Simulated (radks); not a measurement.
Mn I, configuration [Ar] 3d5 4s2.

Calculated with a radial shooting solver on a logarithmic mesh with Libxc functionals: scalar-relativistic Kohn-Sham, PBEsol, spin-polarised, spherical densities, finite nucleus; open shells are filled with parallel spins first; Fermi nuclear charge, rms radius 3.7057 fm.

Energy parts (eV):
| part | energy |
|---|---|
| total | -31493.508 |
| kinetic | 31837.546 |
| electron-nucleus | -75226.711 |
| Hartree | 13283.980 |
| exchange-correlation | -1388.324 |

Orbitals (lengths in bohr, moments of r in powers of bohr; <r^-3> diverges for s and p1/2):
1s up: occ. 1; eigenvalue (eV) -6421.496
1s down: occ. 1; eigenvalue (eV) -6421.499
2s up: occ. 1; eigenvalue (eV) -742.9397
2s down: occ. 1; eigenvalue (eV) -740.8054
2p up: occ. 3; eigenvalue (eV) -629.3571; <r^-3> 417.1
2p down: occ. 3; eigenvalue (eV) -627.7300; <r^-3> 418.8
3s up: occ. 1; eigenvalue (eV) -87.1294
3s down: occ. 1; eigenvalue (eV) -82.0493
3p up: occ. 3; eigenvalue (eV) -55.9640; <r^-3> 51.56
3p down: occ. 3; eigenvalue (eV) -50.9667; <r^-3> 50.70
3d up: occ. 5; eigenvalue (eV) -8.1858; <r^-3> 4.113
3d down: occ. 0; eigenvalue (eV) -3.7803; <r^-3> 3.642
4s up: occ. 1; eigenvalue (eV) -5.5427
4s down: occ. 1; eigenvalue (eV) -4.4661

The highest occupied level is 4s down at -4.466 eV. Summed over all electrons, <r^2> = 40.58 bohr^2, which gives a Langevin (diamagnetic) susceptibility term of -32.1 x 10^-6 cm^3/mol. For comparison, the ionisation energy in NIST's Atomic Spectra Database is 7.434 eV (measured). In exact Kohn-Sham theory the highest level is minus the ionisation energy, but local and semilocal functionals leave it too shallow, through self-interaction and a potential that decays too fast; potentials with the right tail come closer. The electron density at the nucleus is 1.323e+04 e/bohr^3 (large components only). The density falls to 0.001 e/bohr^3 at r = 4.55 bohr.
